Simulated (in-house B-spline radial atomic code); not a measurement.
RPA and G0W0 on BHandHLYP: B III (B2+)

Configuration [He] 2s1, highest spin, mean-field start BHandHLYP. Computed with a B-spline radial code for spherical atoms: all electrons, non-relativistic, point nucleus, each spin shell either full or empty, empty states to l = 9 with an (l + 1/2)⁻⁴ tail; G0W0 by contour deformation at full frequency.

RPA overbinds a lone outer s electron by self-correlation, and G0W0 tends to as well.

Command:
```bash
python run_gw.py task.json out
```
Settings (radii: box in bohr, nucleus in fm):
```
Z                        5
electrons                3
configuration            [He] 2s1
hamiltonian              nr
method                   bhandhlyp
lmax                     9
spin_polarised           True
box_radius               17.55
intervals                45
ion_configuration        1s2
```

Cost of the run: 1.3 s on 1 thread of Arm Neoverse N1 (shared host).

Energies (hartree):

```json
{"term": "mean-field total", "value": "-23.43726"}
{"term": "Hartree-Fock functional on these orbitals", "value": "-23.37536"}
{"term": "direct second order", "value": "-0.12491"}
{"term": "second-order exchange", "value": "0.076252"}
{"term": "SOSEX correction", "value": "0.068736"}
```

What is the RPA correlation energy, and what remains with SOSEX?

RPA gives -0.1147 hartree (-1.04 eV per electron); RPA + SOSEX gives -0.045961, and the second-order doubles -0.048657 hartree (no singles). SOSEX takes back 60 % of the RPA value.

Quasi-particle levels (eV):

```tsv
level	occupied	mean field	Σx - vxc	Σc	QP weight	G0W0
2s up	yes	-35.30	-2.53	?	?	?
1s down	yes	-225.45	-13.20	2.74	0.904	-235.92
2s down	no	-27.091	4.14	-1.96	0.928	-24.917
```

G0W0 = mean field + (Σx - vxc) + Σc, with Σc (partial-wave tail included) taken at the quasi-particle energy. Levels of low weight are left out.

Where does G0W0 put 2s up?

At -38.81 eV, with Σc = -0.98 eV and a quasi-particle weight of 0.963. The tabulated removal energy is 37.931 eV (NIST, measured).

What does it cost to remove one electron (to 1s2) by differences of total energies, each species on its own start (correlation terms add to the Hartree-Fock functional)?

BHandHLYP 38.36 eV, Hartree-Fock functional 37.81 eV, + RPA 38.61 eV, + RPA + SOSEX 37.90 eV, + second order 37.92 eV. Tabulated: 37.931 eV (NIST, measured).
